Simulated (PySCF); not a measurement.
Magnetisability: `C(=C/C[O][GeH3])/Br`, C₃H₇BrGeO

Cartesian coordinates in Å; atom numbers follow the order of the lines, from 1:
```xyz
13

Ge    2.015    0.376    0.375
O     1.006   -1.059    0.326
C    -0.263   -1.142   -0.287
C    -1.251   -0.233    0.371
C    -1.882    0.777   -0.201
Br   -1.699    1.238   -2.026
H     3.217   -0.196    1.033
H     2.254    0.873   -1.022
H     1.353    1.449    1.197
H    -0.190   -0.915   -1.356
H    -0.590   -2.183   -0.173
H    -1.403   -0.408    1.428
H    -2.571    1.424    0.317
```

Method: GIAO B3LYP/pcSseg-0 magnetisability, rotational g tensor and spin-rotation constants, non-relativistic, gas phase (PySCF). Geometry: GFN2-xTB.

The calculation is non-relativistic, which matters for the atoms heavier than Zn.

Problem. How diamagnetic is it, and how anisotropic?

Solution. Isotropic -1491 × 10⁻³⁰ J/T², or -89.8 × 10⁻⁶ cm³/mol; principal values -1649, -1450, -1375 × 10⁻³⁰ J/T², anisotropy 245 × 10⁻³⁰ J/T² (root of half the summed squared differences of the principal values). The susceptibility is in cgs units.

Problem. Split it along the inertial axes a, b, c into diamagnetic and paramagnetic parts about the centre of mass, with the quadrupole moment.

Solution. 
| axis | χ (10⁻⁶ cm³/mol) | diamagnetic (10⁻⁶ cm³/mol) | paramagnetic (10⁻⁶ cm³/mol) | summed x² of all electrons (Å²) | quadrupole Θ (D Å) |
| --- | --- | --- | --- | --- | --- |
| a | -90.8 | -512.8 | 422.0 | 412.6 | -4.82 |
| b | -93.8 | -1914.4 | 1820.5 | 82.2 | +2.30 |
| c | -84.8 | -2099.4 | 2014.6 | 38.6 | +2.52 |

Anisotropies 2χaa − χbb − χcc = -2.9 and 2χbb − χaa − χcc = -12.1 × 10⁻⁶ cm³/mol. Θ is traceless in Buckingham's convention.

Problem. And the rotational g tensor?

Solution. 
| axis | rotational constant (GHz) | g | nuclear part | electronic part |
| --- | --- | --- | --- | --- |
| a | 3.0059 | -0.0232 | 0.5728 | -0.5960 |
| b | 0.5548 | -0.0046 | 0.4700 | -0.4746 |
| c | 0.5066 | -0.0064 | 0.4731 | -0.4794 |

Asymmetric top; isotopes 79Br, 12C, 74Ge, 1H, 16O; no vibrational averaging.
